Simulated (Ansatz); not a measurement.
`O[SiH]([SiH3])S` and `O[SiH]([SiH3])N[SiH3]` differ in one atom or group.

Ansatz, PBE0-D4/def2-TZVP geometries, multiplicity 1. Each molecule was computed in one conformer, which needn't be the lowest.

```tsv
property	`O[SiH]([SiH3])S`
size of the dipole moment (PBE/def2-TZVPP) / D	1.59
HOMO–LUMO gap (ωB97M-V/def2-TZVPP) / eV	11.16
LUMO energy (ωB97M-V/def2-TZVPP) / eV	1.39
LUMO energy (B3LYP/def2-TZVPP) / eV	-0.54
LUMO energy (PBE/def2-TZVPP) / eV	-1.17
HOMO energy (B3LYP/def2-TZVPP) / eV	-7.36
```

Task: What does the change do to each property? (Estimate.)

Result: Ansatz gave: 
| property | `O[SiH]([SiH3])N[SiH3]` | shift |
| --- | --- | --- |
| size of the dipole moment (PBE/def2-TZVPP) / D | 1.31 | -0.28 |
| HOMO–LUMO gap (ωB97M-V/def2-TZVPP) / eV | 11.32 | 0.16 |
| LUMO energy (ωB97M-V/def2-TZVPP) / eV | 1.37 | -0.02 |
| LUMO energy (B3LYP/def2-TZVPP) / eV | -0.46 | 0.08 |
| LUMO energy (PBE/def2-TZVPP) / eV | -1.11 | 0.06 |
| HOMO energy (B3LYP/def2-TZVPP) / eV | -7.60 | -0.24 |

With PBE0 the HOMO falls by 0.22 eV and the LUMO rises by 0.05 eV, so the gap widens by about 0.27 eV. PBE moves the HOMO by -0.07 eV and ωB97M-V by -0.19 eV. Dipoles are sizes alone; their direction can turn.

B3LYP here is the variant with VWN-RPA as its local correlation; programs differ in this.
